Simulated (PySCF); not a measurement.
**SiF₂ to SiF₄: adding ligands**

Level: PBE in the def2-TZVP basis family, all electrons, no relativity, computed in PySCF with density fitting; open shells unrestricted.

Each entry is the lowest minimum that a search over a few typed start shapes (and spin states, where more than one is plausible) found, or that minimum re-optimised at the stated level; isomers with ligand–ligand bonds, or fragments after loss of a ligand pair, can lie lower.

| molecule | 2S+1 | point group | mean bond to Si (Å) | lowest ω (cm⁻¹) | polar-tensor charge of Si | highest ω (cm⁻¹) | gap (eV) |
| --- | --- | --- | --- | --- | --- | --- | --- |
| SiF₂ | 1 | C2v | 1.624 | 314 | 1.03 | 825 | 4.10 |
| SiF₃ | ? | ? | ? | ? | ? | ? | ? |
| SiF₄ | 1 | Td | 1.580 | 252 | 2.26 | 989 | 9.80 |

Q: Fill in the row of SiF₃.

A: 2S+1: 2; point group: C3v; mean bond to Si (Å): 1.603; lowest ω (cm⁻¹): 269; polar-tensor charge of Si: 1.64; highest ω (cm⁻¹): 911.

The bond shortens at every step; the largest change, -0.023 Å, falls between SiF₃ and SiF₄ among the members listed.

The shape changes along the series: C2v for SiF₂; C3v for SiF₃; Td for SiF₄.

Left out of the table are members whose search was unfinished or whose lowest solution was spin-contaminated, unstable, very soft or bonded differently.
